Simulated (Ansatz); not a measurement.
Reactions of H$_{7}$OPSi$_{2}$ (`OP([SiH3])[SiH3]`).

Program: Ansatz. Geometries: PBE0-D4/def2-TZVP. ΔE: electronic, gas phase. CCSD(T)/CBS is the MP2 limit (def2-TZVPP, def2-QZVPP) plus CCSD(T) − MP2 in def2-TZVPP, frozen cores. This one scheme is used for every species, atoms too. Functionals use def2-TZVPP. No spin–orbit coupling; open shells (•) take unrestricted orbitals. Spin–orbit coupling would lower the free atoms: a little for O, Si. For Ge outer-core shells are correlated without core-valence functions, so the limit isn't a true one: a few kJ/mol of doubt a bond, and 10 to 20 or more in all where bonds break to atoms. Scalar relativity is left out up to krypton. Each species was taken in one conformer, which may not be the lowest.

| reaction | CCSD(T)/CBS(def2) (eV) |
| --- | --- |
| `OP([SiH3])[SiH3]` + H₂S → `OP([SiH3])S` + SiH₄ | -0.17 |
| `OP([SiH3])[SiH3]` + `[SiH2]1[SiH2]S1` → `[SiH3]P[SiH3]` + `O[SiH]1[SiH2]S1` | -1.40 |
| `OP([SiH3])[SiH3]` → 7 H• + O• + P• + 2 Si• | 34.01 |
| `OP([SiH3])[SiH3]` + `N=[C]1[CH2][GeH2]1` → `[SiH3]/N=[C]1/[CH2][GeH2]1` + `OP[SiH3]` | ? |
| `OP([SiH3])[SiH3]` → `O[SiH2][SiH2]P` | -1.00 |
| `OP([SiH3])[SiH3]` → `OP[SiH3]` + `[SiH2]` | 2.64 |
| `OP([SiH3])[SiH3]` + `O[SiH2]S` → `[SiH3]O[SiH2]S` + `OP[SiH3]` | ? |
| `OP([SiH3])[SiH3]` + `N#CO` → `N#CO[SiH3]` + `OP[SiH3]` | -0.75 |

Task: Fill in the missing values. (Estimate.)

Result: The calculation gave: `OP([SiH3])[SiH3]` + `N=[C]1[CH2][GeH2]1` → `[SiH3]/N=[C]1/[CH2][GeH2]1` + `OP[SiH3]`: -0.34 eV; `OP([SiH3])[SiH3]` + `O[SiH2]S` → `[SiH3]O[SiH2]S` + `OP[SiH3]`: -0.87 eV.

Largest T1 diagnostic: 0.014, for `N#CO`.
